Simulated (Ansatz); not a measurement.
Compare A (`OCOB[SiH3]`) with its isomer B (`C[SiH2]B(O)O`).

Isolated molecules relaxed with PBE0-D4/def2-TZVP in Ansatz; ΔE leaves out vibrations. CBS: MP2 limit from def2 TZ/QZ plus the TZ coupled-cluster correction, frozen cores. DFT in def2-TZVPP. B3LYP here is the variant with VWN-RPA as its local correlation; programs differ in this. Each species was taken in one conformer, which may not be the lowest.

A:

Z-matrix (Å, degrees):
```
C
O 1 1.419
O 1 1.384 2 112.0
H 1 1.093 2 105.6 3 122.8
H 1 1.092 2 110.0 3 -118.2
B 2 1.351 1 121.1 3 62.0
H 3 0.962 1 109.0 2 68.0
Si 6 2.034 2 125.5 1 0.1
H 6 1.201 2 114.3 1 -178.0
H 8 1.491 6 108.6 2 -97.3
H 8 1.491 6 109.7 2 145.8
H 8 1.490 6 115.0 2 24.0
```

B:

```xyz
12

C    -0.5453    0.3381   -1.6864
Si   -0.4374   -0.7232   -0.1375
B     0.6639    0.1832    1.3265
O     1.2316    1.4095    1.1492
O     0.8929   -0.3747    2.5470
H    -1.1351   -0.1550   -2.4616
H     0.4483    0.5311   -2.0998
H    -1.0198    1.2993   -1.4712
H     0.1640   -2.0472   -0.4792
H    -1.8132   -1.0128    0.3673
H     1.0607    1.7875    0.2856
H     0.4893   -1.2359    2.6600
```

Q: Which is lower in electronic energy at CCSD(T)/CBS, and by how much? (An estimate is asked.)

A: The calculation gave: B, by 273.6 kJ/mol.

Q: Give E(B) − E(A) in kJ/mol with B3LYP, ωB97M-V, PBE-D4, r2SCAN-D4, B2PLYP, CCSD/def2-TZVPP, HF/def2-TZVPP. (Estimate.)

A: Computed: B3LYP -267.0, ωB97M-V -271.1, PBE-D4 -267.3, r2SCAN-D4 -275.4, B2PLYP -271.1, CCSD/def2-TZVPP -268.3, HF/def2-TZVPP -258.2. None reverses the order clearly.

Largest T1 diagnostic: 0.014.

In def2-TZVPP, CCSD(T) changes the Hartree–Fock value by −10.1 kJ/mol (the triples alone add +0.0 kJ/mol) and MP2 by −23.3 kJ/mol. From PBE to PBE0 (25 % exact exchange), in def2-TZVPP and without D4, E(B) − E(A) moves by −3.7 kJ/mol.
